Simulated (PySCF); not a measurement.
`N[Si@@H]1CC[Si@H](S)N1` in a uniform electric field

C₂H₁₀N₂SSi₂.
Structure used (GFN2-xTB), in Å, numbered top down from 1:
```
atom  x, y, z in Å
N1    -1.7430    1.1806    1.6227
Si2   -1.2035    0.7864    0.0347
C3    -1.0808   -1.0950   -0.1733
C4     0.3003   -1.5550    0.3008
Si5    1.5355   -0.2242   -0.2174
S6     3.2171   -0.0908    1.1291
N7     0.4943    1.1401   -0.1042
H8    -2.6729    0.9155    1.9024
H9    -1.5111    2.0822    2.0075
H10   -1.8916    1.4601   -1.0761
H11   -1.1893   -1.3387   -1.2308
H12   -1.8658   -1.6388    0.3516
H13    0.5378   -2.5427   -0.0939
H14    0.2968   -1.6416    1.3882
H15    2.0995   -0.3717   -1.5623
H16    3.8346    0.8613    0.4490
H17    0.8349    2.0844   -0.0885
```

Level: B3LYP/def2-SVPD (PySCF); nuclei fixed, core orbitals frozen in the response. Permanent dipole (-2.018, 1.176, -0.313) D (1 au = 2.5417 D). Static polarisability (au):

```
x   127.69  -3.55   5.14
y    -3.55 101.20   1.88
z     5.14   1.88  98.65
```

Only the terms in μ and α are kept: μ(F) = μ + αF and ΔE = −μ·F − ½ F·αF.

Q: A field of 0.003 au (0.154 V/Å) is applied along each axis in both senses. Find the induced dipole, the size of the total dipole and the two energy terms.

A: 
```json
{"field along": "+x", "induced x (D)": "0.974", "induced y (D)": "-0.027", "induced z (D)": "0.039", "total size (D)": "1.577", "−μ·F (kJ/mol)": "+6.253", "−½F·αF (kJ/mol)": "-1.509"}
{"field along": "−x", "induced x (D)": "-0.974", "induced y (D)": "0.027", "induced z (D)": "-0.039", "total size (D)": "3.244", "−μ·F (kJ/mol)": "-6.253", "−½F·αF (kJ/mol)": "-1.509"}
{"field along": "+y", "induced x (D)": "-0.027", "induced y (D)": "0.772", "induced z (D)": "0.014", "total size (D)": "2.840", "−μ·F (kJ/mol)": "-3.644", "−½F·αF (kJ/mol)": "-1.196"}
{"field along": "−y", "induced x (D)": "0.027", "induced y (D)": "-0.772", "induced z (D)": "-0.014", "total size (D)": "2.058", "−μ·F (kJ/mol)": "+3.644", "−½F·αF (kJ/mol)": "-1.196"}
{"field along": "+z", "induced x (D)": "0.039", "induced y (D)": "0.014", "induced z (D)": "0.752", "total size (D)": "2.351", "−μ·F (kJ/mol)": "+0.970", "−½F·αF (kJ/mol)": "-1.166"}
{"field along": "−z", "induced x (D)": "-0.039", "induced y (D)": "-0.014", "induced z (D)": "-0.752", "total size (D)": "2.592", "−μ·F (kJ/mol)": "-0.970", "−½F·αF (kJ/mol)": "-1.166"}
```

Q: For the field (0.0003, 0.0012, 0.0021) au, what is the induced dipole, and what angle does it make with the field?

A: αF = (0.114, 0.316, 0.536) D, at 3.4° to the field. The polarisability along this direction, F·αF/F², is 101.96 au, against a mean of 109.18 au.

Q: At what field along the permanent dipole would the induced dipole along it equal the permanent one, in this linear picture?

A: The polarisability along the dipole is 124.53 au, so F = 0.9271 au / 124.53 au = 0.0074 au = 0.38 V/Å; higher-order terms are ignored.

Q: What field makes μF equal to kT at 100 K?

A: kT = 0.3167 × 10⁻³ Eh, so F = 0.000342 au = 1.76 MV/cm.

Q: Induction energy −ᾱe²/2R⁴ of a unit charge at 8 Å, the molecule taken as a point?

A: R = 15.12 bohr, so the energy is −109.2/(2 × 15.12⁴) Eh = -2.74 kJ/mol. The charge–dipole term at its most favourable orientation, −μe/R², is -10.7 kJ/mol.

One conformer (not necessarily the lowest) at the GFN2-xTB geometry, without solvent, vibrations or thermal averaging.
